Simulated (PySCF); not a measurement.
# Exercise with solution: chemical shift, span and skew from a shielding tensor

CH7ClOSi3, SMILES Cl[Si@@H]1[Si@H]([SiH2]C1)O. Atoms are numbered in the order given.

```xyz
13

O      2.5811    -0.5223     0.9725
Si     1.4639    -0.0189    -0.1804
Si    -0.1227    -1.7001    -0.7648
C     -1.2220    -1.0777     0.6848
Si    -0.5440     0.6900     0.8207
Cl    -1.4944     1.8453    -0.6551
H      3.2845    -1.1088     0.6675
H      2.1004     0.8291    -1.2331
H      0.2724    -3.1361    -0.6415
H     -0.7816    -1.4884    -2.0858
H     -0.9253    -1.6278     1.5971
H     -2.3116    -1.1725     0.5610
H     -0.7128     1.3869     2.1270
```
Charge 0, spin multiplicity 1.

Geometry: B3LYP-D3(BJ)/def2-SVP. The structure was generated by enumeration; whether it is a known compound was not checked. One conformer was computed; it need not be the lowest.

GIAO shieldings from KT2/pcSseg-1 (PySCF), non-relativistic, no solvent. The symmetric part of the tensor of Si2 has the principal values 253.2, 334.0, 388.3 ppm. The same nucleus in TMS has σ = 361.9 ppm at this level (PySCF, at its B3LYP-D3(BJ)/def2-TZVP geometry). Without spin–orbit terms, shifts of atoms bonded to Cl or Br come out too high.

Task: Work out the isotropic shielding, the ²⁹Si shift against TMS, the span and the skew.

Result: 
σ(iso) = (σ11 + σ22 + σ33)/3 = 325.2 ppm. δ = σ(ref) − σ(iso) = 361.9 − (325.2) = 36.7 ppm.
Span Ω = σ33 − σ11 = 135.1 ppm. Skew κ = 3(σ(iso) − σ22)/Ω = -0.20. Tumbling in solution averages the tensor to δ; in a static solid the shielding alone would spread this spin-1/2 line over Ω.
